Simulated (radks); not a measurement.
The numbers below are computed, except where a source is named.
Excited configurations of Lu: one electron is placed in a higher orbital outside [Xe] 4f14 6s2. The ground configuration is [Xe] 4f14 5d1 6s2. Level of theory: scalar-relativistic Kohn-Sham, LDA (Slater exchange, Perdew-Wang correlation), spin-polarised, spherical densities, point nucleus; open shells are filled with parallel spins first (spin-orbit coupling, left out, can overturn this in heavy ions) (a radial shooting solver on a logarithmic mesh with Libxc functionals). Excitation = E - E(ground); binding = E(ion) - E, where the ion is the core of charge +1; n* = 1/sqrt(2 binding) in atomic units, and the quantum defect is n - n*.

| outer orbital | excitation (eV) | binding (eV) | n* | quantum defect | eigenvalue (eV) | <r> (bohr) |
|---|---|---|---|---|---|---|
| 5f | 4.644 | 0.952 | 3.781 | 1.219 | -0.457 | 16.45 |
| 6p | 1.099 | 4.496 | 1.740 | 4.260 | -2.397 | 4.778 |
| 7s | 3.086 | 2.509 | 2.329 | 4.671 | -1.517 | 8.803 |
| 7p | 3.823 | 1.772 | 2.771 | 4.229 | -1.052 | 11.64 |
| 7d | 4.601 | 0.994 | 3.700 | 3.300 | -0.581 | 19.77 |

The Delta-SCF ionisation energy is 5.595 eV (NIST Atomic Spectra Database: 5.426 eV, measured). Self-interaction in the functional shifts the binding energies and quantum defects, so they are the method's values and not measured ones. Open shells are spherical and high-spin; term and fine-structure splittings are not resolved. Spin-orbit splitting is averaged out at the scalar-relativistic level.
